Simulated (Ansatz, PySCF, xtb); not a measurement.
Spectroscopic constants of NiSn, closed-shell singlet (lowest of 2S+1 = 1, 3, 5 at CCSD(T)/def2-TZVPP on PBE0 minima; our sources give no spin for the ground state, which may be another). No spin–orbit coupling. Ni is treated without relativity. The T1 diagnostic near the minimum is 0.070, so single-reference values are doubtful.

The constants come from a fifth-degree fit in 1/R (seven points, main isotopes). Runs in def2 and cc sets follow the lowest solution found near the PBE0 minimum. The singlet is held restricted.

Rows in LANL2DZ carry no dispersion term and start afresh at each structure. LANL2DZ brings its own core potentials from Na on.

The values were computed with Ansatz (Gaussian orbitals); PySCF for LANL2DZ rows; xtb for the GFN methods. Each number belongs to the level named beside it. In def2 rows elements past Kr take small-core potentials, without spin–orbit coupling.

```tsv
level	r_e (Å)	ω_e (cm⁻¹)	ω_e x_e (cm⁻¹)	dipole (D)
GFN1-xTB	2.228	336	1.5	-
GFN2-xTB	2.372	220	1.6	-
PBE/def2-TZVPP	2.309	296	0.79	0.29
B97M-V/def2-TZVPP	2.312	…	0.77	0.28
B3LYP/LANL2DZ	2.286	299	0.87	0.36
PBE0/def2-TZVPP	2.276	313	0.78	0.33
BHLYP/def2-TZVPP	2.270	314	0.82	0.61
wB97M-V/def2-TZVPP	…	…	0.77	0.74
```

Some entries are withheld; supply them.


- wB97M-V/def2-TZVPP, r_e (Å): 2.259
- wB97M-V/def2-TZVPP, ω_e (cm⁻¹): 330
- B97M-V/def2-TZVPP, ω_e (cm⁻¹): 290

Ansatz is a program for electronic structure.
